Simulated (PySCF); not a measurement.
# How methods differ on the ionisation energy of Tc⁺

Tc⁺ [Kr] 4d5 5s1 (7S) → Tc²⁺ [Kr] 4d5 (6S), as a difference of total energies. All numbers are calculated (PySCF 2.14, scalar relativity by spin-free X2C-1e, in aug-cc-pVTZ-DK). Correlated levels: valence: [Kr] frozen. The calculations carry no spin-orbit coupling.

```
           method  ionisation energy (eV)
              UHF                  14.249
              LDA                  15.903
              PBE                  15.598
             PBE0                  15.323
           r2SCAN                  15.520
            TPSSh                  15.242
            B97-3                  15.051
             MN15                  15.062
    MP2 (valence)                  14.835
SCS-MP2 (valence)                  14.445
```

How much does correlation contribute at MP2 (valence)?

14.835 − (14.249) = 0.586 eV, measured against UHF.

Errors of the correlated levels include the incompleteness of this basis and the frozen core.

For comparison: 15.26 eV (semi-empirical (NIST evaluation); NIST Atomic Spectra Database, ionization energies).
